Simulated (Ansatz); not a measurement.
C₃H₇, doublet, geometry from GFN2-xTB; B3LYP/6-31G* run with Ansatz (an electronic-structure program).

Input for Ansatz:
Ansatz 0.2 input:
```yaml
crystal:
  periodic: [false, false, false]
  atoms:
    - {symbol: C, position_ang: [1.27499250, 0.32026291, 0.11860552]}
    - {symbol: C, position_ang: [0.09909120, -0.44892982, -0.32203934]}
    - {symbol: C, position_ang: [-1.21725335, 0.12393363, 0.18964896]}
    - {symbol: H, position_ang: [2.26186932, -0.00412506, -0.14802969]}
    - {symbol: H, position_ang: [1.16405867, 1.21680284, 0.69438845]}
    - {symbol: H, position_ang: [0.07318936, -0.49337678, -1.42240357]}
    - {symbol: H, position_ang: [0.19578041, -1.49564754, 0.00374116]}
    - {symbol: H, position_ang: [-1.22933319, 0.13231363, 1.27716309]}
    - {symbol: H, position_ang: [-2.05755413, -0.47201421, -0.15948972]}
    - {symbol: H, position_ang: [-1.34899252, 1.14444689, -0.16266054]}
basis:
  gaussian:
    orbitals: 6-31G*
hamiltonian:
  xc: b3lyp
magnetization: {spin_polarized: true, initial_magnetization: 1}
accuracy: high
```

What the program printed (banner, timings and long lists left out):

```
Functional definition: B3LYP
1446 factors; integrals over basis functions are off by at most 3.3e-9 eV
mean field evaluation 1: about -3217.9640 eV, gradient 3.4e1 eV
mean field evaluation 2: about -3216.4338 eV, gradient 3.8e1 eV
mean field evaluation 4: about -3223.5919 eV, gradient 9.3e-1 eV
mean field evaluation 8: about -3223.7434 eV, gradient 6.9e-2 eV
mean field evaluation 16: about -3223.7435 eV, gradient 2.7e-5 eV
mean field -3223.74347107 eV, -118.4703874300 hartree, gradient 4.6e-8 eV, S^2 0.753803; 0 other end points of the search recorded, 0 dependent functions left out
reference -3223.74350313 eV, -118.4703886083 hartree; 13, 12 occupied and 46, 47 virtual orbitals, 1446 factors
Total energy: -3223.74350313 eV, -118.4703886083 hartree
```
